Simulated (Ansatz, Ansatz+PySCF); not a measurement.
```xyz
2

N     0.0000    0.0000   -1.2186
O     0.0000    0.0000    1.0662
```

Basis set: cc-pVDZ (spherical functions). Left uncorrelated: 2 orbitals. Correlation on ROHF uses semicanonical orbitals with singles. Charge 0, multiplicity 2.

Computed with Ansatz (development build ahead of 0.2.0); each method stands on the lowest determinant of its kind that the runs found. Restricted functionals stand beside restricted open-shell atoms, which can lie above the unrestricted atoms usual in DFT and then raise those values.

Task: Give the atomization energy at this shape (free ground-state atoms in the same class of orbitals less the molecule, no zero-point energy) of doublet NO by ωB97X (unrestricted), r²SCAN (unrestricted), PBE0 (unrestricted), PBE (unrestricted), r²SCAN (restricted open-shell), ωB97X (restricted open-shell), PBE (restricted open-shell), UHF-CCSDT(Q), UHF-CCSD(T), UHF-CCSD, UHF-MP2, UHF, ROHF-MP2, ROHF.

Result:

```csv
method,atomization energy
ωB97X (unrestricted),7.45 kcal/mol
r²SCAN (unrestricted),8.33 kcal/mol
PBE0 (unrestricted),6.55 kcal/mol
PBE (unrestricted),13.24 kcal/mol
r²SCAN (restricted open-shell),-66.56 kcal/mol
ωB97X (restricted open-shell),-86.17 kcal/mol
PBE (restricted open-shell),-32.42 kcal/mol
UHF-CCSDT(Q),3.71 kcal/mol
UHF-CCSD(T),1.82 kcal/mol
UHF-CCSD,1.28 kcal/mol
UHF-MP2,0.23 kcal/mol
UHF,-2.05 kcal/mol
ROHF-MP2,-131.21 kcal/mol
ROHF,-153.60 kcal/mol
```

Caution for ωB97X (unrestricted), PBE0 (unrestricted), UHF-CCSDT(Q), UHF-CCSD(T), UHF-CCSD, UHF-MP2, UHF: the unrestricted determinant is a mixture of spin states. Caution for r²SCAN (unrestricted), PBE (unrestricted): the unrestricted determinant is spin contaminated. Caution for r²SCAN (restricted open-shell), ωB97X (restricted open-shell), PBE (restricted open-shell), ROHF-MP2, ROHF: an unrestricted determinant lies well below; the molecule lies well above its atoms at this level. Caution for UHF-CCSDT(Q), UHF-MP2: a plain start can end on a higher determinant. Caution for UHF-CCSDT(Q), UHF-CCSD(T), UHF-CCSD, UHF-MP2, ROHF-MP2: bonds are stretched, where a single reference can fail. Caution for UHF-CCSD(T), UHF-CCSD, UHF, ROHF-MP2, ROHF: the determinant may break the point group. Caution for UHF-MP2, ROHF-MP2: forces differ strongly between restricted and unrestricted references. Caution for ROHF-MP2: another reference gives a lower total.
